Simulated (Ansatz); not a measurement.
Cartesian coordinates in Å:
```
C 0.5166 -1.4189 2.0236
O 0.7266 -0.2672 1.2408
In -0.8416 1.1919 0.9602
O -0.0869 1.0091 -1.0558
C -0.9635 0.9009 -2.1529
In 1.5153 -0.4107 -0.7653
H 1.4447 -1.9931 2.1186
H 0.1995 -1.1431 3.0352
H -0.2493 -2.0777 1.5939
H -2.3286 0.3358 1.0112
H -0.2676 2.6750 1.5811
H -1.6520 1.7524 -2.1797
H -1.5609 -0.0195 -2.1165
H -0.4029 0.9055 -3.0940
H 0.9715 -1.9079 -1.4050
H 2.9791 0.4675 -0.7954
```

Charge 0, multiplicity 1. In takes the def2 core potential.

Q: List the PBE/def2-TZVPP orbital energies in eV (the Gaussian-basis code of Ansatz). (An estimate is asked.)

A: Ansatz gave: Occupied: -510.22, -510.22, -270.13, -270.13, -121.51, -121.51, -79.17, -79.17, -79.07, -79.07, -78.98, -78.98, -24.87, -24.71, -18.55, -18.50, -18.46, -18.45, -18.44, -18.35, -18.29, -18.25, -18.25, -18.22, -16.53, -16.14, -12.03, -11.82, -11.09, -10.87, -10.78, -10.34, -9.53, -8.91, -7.52, -7.15, -7.08, -6.83, -6.37, -6.26. Lowest empty: -1.55, -0.81, -0.54, -0.29, -0.05, 0.25, 0.64, 0.98.
